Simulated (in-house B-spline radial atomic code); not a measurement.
Values are calculated unless marked as measured or tabulated.
Weak and strong correlation along the adiabatic connection

Two-electron singlets in several external potentials (atomic units), by full CI in B-splines with partial waves to l = 8 (correlation energies up to 0.6 % small). The repulsion is scaled by λ at fixed density; W(λ) is the mean repulsion less the Hartree energy, W(0) = E_x, and the area under W from 0 to 1 is E_xc.

One system gave this curve:

```json
{"λ": "0", "W (hartree)": "-0.53271"}
{"λ": "0.02", "W (hartree)": "-0.5347"}
{"λ": "0.05", "W (hartree)": "-0.53762"}
{"λ": "0.12", "W (hartree)": "-0.54413"}
{"λ": "0.25", "W (hartree)": "-0.55522"}
{"λ": "0.4", "W (hartree)": "-0.56659"}
{"λ": "0.6", "W (hartree)": "-0.57974"}
{"λ": "0.8", "W (hartree)": "-0.59099"}
{"λ": "1", "W (hartree)": "-0.6007"}
{"λ": "1.4", "W (hartree)": "-0.61657"}
{"λ": "2", "W (hartree)": "-0.63419"}
{"λ": "3", "W (hartree)": "-0.65388"}
{"λ": "4.5", "W (hartree)": "-0.67204"}
{"λ": "7", "W (hartree)": "-0.68938"}
{"λ": "10", "W (hartree)": "-0.70144"}
```

(1) Which system is it?
A. ω²r²/2 − Z/r, ω = 0.0549, Z = 2
B. −Z exp(−kr)/r, Z = 2.93, k = 0.131
C. empty sphere, radius 0.359 bohr
D. −V exp(−r²/w²), V = 6.34, w = 6.29

Results:

(1) D. The exchange energy sets the size: −V exp(−r²/w²), V = 6.34, w = 6.29: E_x = -0.533, E_c = -0.0385; empty sphere, radius 0.359 bohr: E_x = -4.95, E_c = -0.0535; −Z exp(−kr)/r, Z = 2.93, k = 0.131: E_x = -1.6, E_c = -0.0433; ω²r²/2 − Z/r, ω = 0.0549, Z = 2: E_x = -1.03, E_c = -0.042 hartree.
